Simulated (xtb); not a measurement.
xtb input (GFN1-xTB):

```bash
xtb mol.xyz --gfn 1 --opt tight --chrg 0 --uhf 0
```
mol.xyz:
```
7

O     -1.11172776     1.26004592     0.20468197
Al     0.00000000     0.00000000     0.00000000
O      1.63474084     0.34869715    -0.26754759
O     -0.52301309    -1.60874307     0.06286562
H     -0.86202578     2.18455513     0.17704349
H      2.29916745    -0.33077131    -0.38875870
H     -1.43714167    -1.85378382     0.21171521
```

End of the output:

```

Topologies differ in total number of bonds
Writing topology from bond orders to xtbtopo.mol

 dipole moment from electron density (au)
     X       Y       Z
   0.0000   0.0000  -0.0000  total (Debye):    0.000

           -------------------------------------------------
          |                Geometry Summary                 |
           -------------------------------------------------

      molecular mass/u    :       78.0035755
   center of mass at/Å    :       -0.0000000      -0.0000000      -0.0000000
  moments of inertia/u·Å² :        0.7662707E+02   0.7662707E+02   0.1532541E+03
rotational constants/cm⁻¹ :        0.2199958E+00   0.2199958E+00   0.1099979E+00

 * 6 selected distances

     #   Z          #   Z                                           value/Å
     1   8 O        2  13 Al                                      1.6813225 (max)
     2  13 Al       3   8 O                                       1.6813225
     2  13 Al       4   8 O                                       1.6813225
     1   8 O        5   1 H                                       0.9553995 (min)
     3   8 O        6   1 H                                       0.9553995
     4   8 O        7   1 H                                       0.9553995

 * 2 distinct bonds (by element types)

   Z      Z             #   av. dist./Å        max./Å        min./Å
   1 H    8 O           3     0.9553995     0.9553995     0.9553995
   8 O   13 Al          3     1.6813225     1.6813225     1.6813225

optimized geometry written to: xtbopt.xyz

           -------------------------------------------------
          | TOTAL ENERGY              -17.169851232398 Eh   |
          | GRADIENT NORM               0.000007590318 Eh/α |
          | HOMO-LUMO GAP               6.843516344036 eV   |
           -------------------------------------------------

------------------------------------------------------------------------
------------------------------------------------------------------------
 total:
 SCF:
 ANC optimizer:
```
